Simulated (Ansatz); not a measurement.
C$_{5}$H$_{14}$Si (SMILES CC(C)[SiH](C)C), singlet, geometry from GFN2-xTB, atoms displaced at random by about 0.08 Å a coordinate; R2SCAN/STO-3G, gradient (Ansatz, a first-principles code).

Input for Ansatz:
Ansatz 0.2 input:
```yaml
crystal:
  periodic: [false, false, false]
  atoms:
    - {symbol: Si, position_ang: [0.81741264, 0.12372124, -0.45665955]}
    - {symbol: C, position_ang: [1.35202049, 1.82082288, 0.33712800]}
    - {symbol: C, position_ang: [2.00521265, -1.17894913, -0.07799437]}
    - {symbol: C, position_ang: [-1.03423715, -0.30344017, 0.17616506]}
    - {symbol: C, position_ang: [-2.10815591, 0.72343302, 0.08813740]}
    - {symbol: C, position_ang: [-1.30572093, -1.62065702, -0.23131168]}
    - {symbol: H, position_ang: [0.56674567, 0.43650241, -1.87475983]}
    - {symbol: H, position_ang: [1.35403794, 1.61116428, 1.50148198]}
    - {symbol: H, position_ang: [0.69532279, 2.80963069, 0.18203582]}
    - {symbol: H, position_ang: [2.35557455, 2.10649503, 0.17077100]}
    - {symbol: H, position_ang: [2.97971654, -0.84597174, -0.45740850]}
    - {symbol: H, position_ang: [1.59002238, -2.10933381, -0.54348296]}
    - {symbol: H, position_ang: [2.15433616, -1.40856370, 1.00443155]}
    - {symbol: H, position_ang: [-1.02931944, -0.46388227, 1.31313488]}
    - {symbol: H, position_ang: [-2.89628333, 0.39722110, 0.66298948]}
    - {symbol: H, position_ang: [-2.16384720, 0.94407857, -0.98024197]}
    - {symbol: H, position_ang: [-1.67717441, 1.78451346, 0.59415511]}
    - {symbol: H, position_ang: [-1.60217149, -1.58548901, -1.22516177]}
    - {symbol: H, position_ang: [-0.89284520, -2.47608120, 0.10329791]}
    - {symbol: H, position_ang: [-2.56855957, -1.89505097, 0.15998793]}
basis:
  gaussian:
    orbitals: STO-3G
hamiltonian:
  xc: r2scan
output: {forces: true}
```

It wrote (shortened):

```
Functional definition: r2SCAN
653 factors; integrals over basis functions are off by at most 4.7e-5 eV
mean field evaluation 1: about -13129.1315 eV, gradient 1.7e1 eV
mean field evaluation 2: about -13129.2072 eV, gradient 1.6e1 eV
mean field evaluation 4: about -13130.0356 eV, gradient 4.8e-1 eV
mean field evaluation 8: about -13129.8524 eV, gradient 5.8e-2 eV
mean field -13129.85240824 eV, -482.5131762693 hartree, gradient 7.7e-5 eV, S^2 0.000000; 0 other end points of the search recorded, 0 dependent functions left out
the calculation of the forces begins
reference -13129.85241645 eV, -482.5131765710 hartree; 29, 29 occupied and 19, 19 virtual orbitals, 653 factors
Total energy: -13129.85241645 eV, -482.5131765710 hartree
Atom 0 at     0.817413     0.123721    -0.456660 Å, force    -3.684183     4.227834     0.397331 eV/Å
Atom 1 at     1.352020     1.820823     0.337128 Å, force    -3.031067     0.270207     3.162373 eV/Å
Atom 2 at     2.005213    -1.178949    -0.077994 Å, force     0.451114    -1.729388     0.704307 eV/Å
Atom 3 at    -1.034237    -0.303440     0.176165 Å, force     5.780505     2.229251     6.589965 eV/Å
Atom 4 at    -2.108156     0.723433     0.088137 Å, force     4.825170     5.801105    -1.273515 eV/Å
Atom 5 at    -1.305721    -1.620657    -0.231312 Å, force   -11.204122    -1.704544    -0.856296 eV/Å
Atom 6 at     0.566746     0.436502    -1.874760 Å, force     0.595536    -0.654514     0.309197 eV/Å
Atom 7 at     1.354038     1.611164     1.501482 Å, force    -0.287446     0.695011    -2.468709 eV/Å
Atom 8 at     0.695323     2.809631     0.182036 Å, force     1.396010    -2.986148     0.114848 eV/Å
Atom 9 at     2.355575     2.106495     0.170771 Å, force     1.823488     0.337877    -0.869619 eV/Å
Atom 10 at     2.979717    -0.845972    -0.457408 Å, force     0.043576    -0.793183    -0.344894 eV/Å
Atom 11 at     1.590022    -2.109334    -0.543483 Å, force     1.198371     0.550777     0.108516 eV/Å
Atom 12 at     2.154336    -1.408564     1.004432 Å, force    -0.396705     0.437276    -0.720791 eV/Å
Atom 13 at    -1.029319    -0.463882     1.313135 Å, force     1.278872     0.735292    -0.976956 eV/Å
Atom 14 at    -2.896283     0.397221     0.662989 Å, force    -3.413697    -0.773161     0.942985 eV/Å
Atom 15 at    -2.163847     0.944079    -0.980242 Å, force    -1.802413     0.297731    -0.225606 eV/Å
Atom 16 at    -1.677174     1.784513     0.594155 Å, force    -1.529588    -3.549980    -1.541843 eV/Å
Atom 17 at    -1.602171    -1.585489    -1.225162 Å, force     0.436204    -1.059727    -3.432163 eV/Å
Atom 18 at    -0.892845    -2.476081     0.103298 Å, force     3.179538    -3.279510     1.220905 eV/Å
Atom 19 at    -2.568560    -1.895051     0.159988 Å, force     4.340836     0.947794    -0.840035 eV/Å
Dipole moment:     0.158256    -0.108429     0.017653 e Å
```
